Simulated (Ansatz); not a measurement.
Mulliken charges of BBrH4N2, SMILES `NB(N)Br` from ωB97M-V/def2-TZVPP in Ansatz (PBE0-D4/def2-TZVP geometry).

```
atom   x (Å)   y (Å)   z (Å)  charge (e)
  N1  -0.115   1.262   0.003      -0.246
  B2  -0.239  -0.111  -0.248       0.178
  N3   0.530  -1.113   0.360      -0.246
 Br4  -1.589  -0.673  -1.546      -0.189
  H5  -0.691   1.941  -0.459       0.136
  H6   0.547   1.649   0.651       0.115
  H7   0.403  -2.085   0.146       0.136
  H8   1.247  -0.927   1.037       0.115
```

Question: By hand: the dipole of these point charges (1 e Å = 4.8032 D).

Answer: Σ q r = (0.323, 0.134, 0.310) e Å, of length 0.467 e Å = 2.24 D.

Question: How does the dipole of the full density compare? (Estimate.)

Answer: The calculation gave: (0.443, 0.184, 0.426) e Å, 3.08 D; the point charges give 0.73 times that, at 0° from its direction.

Point charges leave out the atoms' own dipoles, such as those of lone pairs, and Mulliken's split depends on the basis, so the two needn't agree.
